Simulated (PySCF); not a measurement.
CdTe, SMILES [Cd]=[Te]. Geometry: PBE-D3(BJ)/def2-TZVP. The def2 effective core potentials stand for the cores of Cd, Te; spin–orbit coupling is left out.

Method: PBE-D3(BJ)/def2-TZVP in PySCF 2.14.0.

Harmonic wavenumbers (cm⁻¹): 200. Rotational constants (GHz): 1.287 (linear); symmetry number 1.

Task: Work out the zero-point energy and the ideal-gas rigid-rotor harmonic-oscillator thermochemistry at 298.15 K and 1 atm.

Result: ZPE = ½ Σ hcν = ½ × 200 cm⁻¹ = 0.29 kcal/mol. H − E(el) = 2.71 kcal/mol. Entropy in cal/(mol K): translation 42.33, rotation 18.84, vibration 2.13, total 63.30. G − E(el) = -16.16 kcal/mol. Cp = 8.79 cal/(mol K).
